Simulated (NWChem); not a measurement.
# CH₆O₃Si; SMILES O[Si](C)(O)O

```xyz
11

C     -0.0596     1.7834    -0.0247
Si     0.0253    -0.0666    -0.0519
O     -0.5491    -0.5221    -1.5377
O     -0.8218    -0.7711     1.1983
O      1.5628    -0.6500     0.1523
H     -1.0739     2.1400    -0.2621
H      0.2248     2.1786     0.9619
H      0.6251     2.2066    -0.7752
H     -0.3619    -1.4310    -1.7913
H     -1.7568    -0.5607     1.2664
H      1.6945    -1.1455     0.9659
```
Atoms are numbered in this order, from 1.

Level: PBE0/def2-SVP (NWChem), optimised geometry, unscaled harmonic frequencies. 

```tsv
frequency (cm⁻¹)	IR intensity (km/mol)
92	133.2
132	8.2
209	41.4
222	30.9
252	2.7
270	17.9
311	23.7
355	63.1
375	129.8
682	15.0
748	56.7
771	15.3
798	125.0
807	97.5
822	173.4
901	155.4
956	215.9
981	257.8
1278	52.5
1426	3.3
1429	4.0
3066	0.6
3169	2.6
3176	2.3
3930	93.4
3937	110.7
3945	86.6
```

The zero-point energy is 50.1 kcal/mol and the thermal correction to the enthalpy at 298.15 K (with zero-point energy) comes out as 55.7 kcal/mol. The heat capacity Cv is 27.6 cal/(mol K), the entropy at 298.15 K and 1 atm (symmetry number 1) is 85.0 cal/(mol K) and the dipole moment is 1.54 D.

Rigid rotor and harmonic oscillator; modes under 100 cm⁻¹ make the entropy uncertain.
